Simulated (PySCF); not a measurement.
## Zr(OH)₂ + Cl₂ → ZrOCl₂ + H₂O

Level: PBE0 in the def2-TZVP basis family, computed in PySCF with density fitting; scalar-relativistic core potentials for atoms from Rb on, none lighter, no spin–orbit coupling; open shells unrestricted.

```json
{"species": "Zr(OH)₂", "state and structure": "triplet, C2v, O–H 0.953 Å (×2), Zr–O 1.937 Å (×2); H–O–Zr 163.0° (×2), O–Zr–O 149.5°", "E (Eh)": "-198.65172", "ZPE (kJ/mol)": "66.1", "H(298 K) − H(0) (kJ/mol)": "15.8", "S° (J/(mol K))": "304.7"}
{"species": "Cl₂", "state and structure": "singlet, D∞h, Cl–Cl 1.982 Å", "E (Eh)": "-920.08940", "ZPE (kJ/mol)": "3.5", "H(298 K) − H(0) (kJ/mol)": "9.1", "S° (J/(mol K))": "222.5"}
{"species": "ZrOCl₂", "state and structure": "singlet, Cs, Zr–Cl 2.374 Å (×2), Zr–O 1.723 Å; Cl–Zr–Cl 123.1°, Cl–Zr–O 112.8° (×2)", "E (Eh)": "-1042.54551", "ZPE (kJ/mol)": "12.9", "H(298 K) − H(0) (kJ/mol)": "17.1", "S° (J/(mol K))": "340.0"}
{"species": "H₂O", "state and structure": "singlet, C2v, O–H 0.960 Å (×2); H–O–H 105.1°", "E (Eh)": "-76.37736", "ZPE (kJ/mol)": "56.5", "H(298 K) − H(0) (kJ/mol)": "9.9", "S° (J/(mol K))": "188.7"}
```

(1) What is the electronic reaction energy?

(2) Add zero-point, thermal and entropy terms for 298.15 K and 1 bar.

Results:

(1) At PBE0/def2-TZVP, ΔE = -477.2 kJ/mol from the differences of the total energies times 2625.5, downhill. 

(2) ΔZPE = -0.2 and Δ[H(298) − H(0)] = 2.1 kJ/mol give ΔH° = -475.3 kJ/mol. ΔS° = 1.5 J/(mol K), so ΔG° = -475.3 − 298.15 × (0.0015) = -476 kJ/mol.

Open d or f shells are single determinants, so the state found may not be the ground state. The structures come from searches over a few start shapes, so lower isomers are not excluded.
